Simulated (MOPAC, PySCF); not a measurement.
H$_{2}$FGa, SMILES `[F][GaH2]`, neutral singlet in the gas phase. 

Cartesian coordinates (Å):
```xyz
4

F      1.6332    -0.1418    -0.0036
Ga    -0.1304     0.0113     0.0002
H     -0.8747    -1.3552    -0.0062
H     -0.6280     1.4857     0.0096
```
Charge 0, multiplicity 1.

All levels are single points at this geometry (B3LYP-D3(BJ)/def2-TZVP); Pople sets use spherical d functions. Orbital energies aren't observables, and empty levels follow the basis.

B3LYP-D3(BJ)/def2-TZVP in PySCF gives gap (eV) = 6.84.

Task: Estimate the gap (eV) from each of these levels: PBE-D3(BJ)/def2-TZVP in PySCF; B3LYP/3-21G in PySCF; B3LYP/6-311+G** (LANL2DZ on Ga) in PySCF; B3LYP/6-31G* in PySCF; M06-2X/6-31G* in PySCF; SVWN5/6-31G* in PySCF; HF/STO-3G in PySCF; AM1 in MOPAC.

Result: 
| level | gap (eV) |
|---|---|
| PBE-D3(BJ)/def2-TZVP in PySCF | 5.11 |
| B3LYP/3-21G in PySCF | 6.58 |
| B3LYP/6-311+G** (LANL2DZ on Ga) in PySCF | 7.00 |
| B3LYP/6-31G* in PySCF | 6.77 |
| M06-2X/6-31G* in PySCF | 9.05 |
| SVWN5/6-31G* in PySCF | 4.83 |
| HF/STO-3G in PySCF | 12.35 |
| AM1 in MOPAC | 9.45 |
